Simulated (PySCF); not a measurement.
CH8O2Si2, SMILES C[Si](O)(O)[SiH3].

Geometry: PBE0-D3(BJ)/def2-SVP. The structure was generated by enumeration, and PubChem lists no compound with its InChIKey, so it may never have been made. The values are those of a single conformer.

All values below come from TDA-CAM-B3LYP/def2-SVPD (PySCF).

Vertical excitations. The molecule is in vacuum.

```csv
state,energy (eV),λ (nm),f,main pairs
S1,6.68,186,0.035,"HOMO→LUMO 76 %, HOMO→LUMO+1 12 %"
S2,6.95,178,0.028,HOMO→LUMO+1 74 %
S3,7.19,172,0.117,HOMO→LUMO+2 79 %
S4,8.05,154,0.029,"HOMO→LUMO+4 38 %, HOMO−1→LUMO 16 %, HOMO→LUMO+3 16 %, HOMO→LUMO+5 11 %"
S5,8.06,154,0.032,"HOMO→LUMO+3 41 %, HOMO→LUMO+5 26 %, HOMO−4→LUMO 8 %"
S6,8.24,151,0.401,"HOMO→LUMO+4 49 %, HOMO→LUMO+3 19 %, HOMO−1→LUMO 11 %, HOMO→LUMO+5 8 %"
S7,8.32,149,0.036,"HOMO−1→LUMO 37 %, HOMO→LUMO+5 21 %, HOMO→LUMO+7 10 %, HOMO−5→LUMO 7 %"
S8,8.51,146,0.005,"HOMO→LUMO+7 25 %, HOMO−1→LUMO+1 16 %, HOMO−4→LUMO 12 %, HOMO−5→LUMO 8 %"
S9,8.58,145,0.018,"HOMO−4→LUMO 17 %, HOMO→LUMO+3 12 %, HOMO−3→LUMO 11 %, HOMO→LUMO+6 11 %"
S10,8.63,144,0.020,"HOMO→LUMO+7 25 %, HOMO→LUMO+6 18 %, HOMO−1→LUMO+1 17 %, HOMO→LUMO+5 10 %"
T1,6.08,204,0,"HOMO→LUMO+1 55 %, HOMO→LUMO 14 %, HOMO→LUMO+2 9 %"
T2,6.27,198,0,"HOMO→LUMO+2 47 %, HOMO→LUMO+1 17 %, HOMO→LUMO 11 %"
T3,6.68,186,0,"HOMO→LUMO 67 %, HOMO→LUMO+2 19 %"
T4,7.27,171,0,"HOMO→LUMO+4 56 %, HOMO→LUMO+3 25 %"
```
Triplets are in the Tamm–Dancoff approximation.
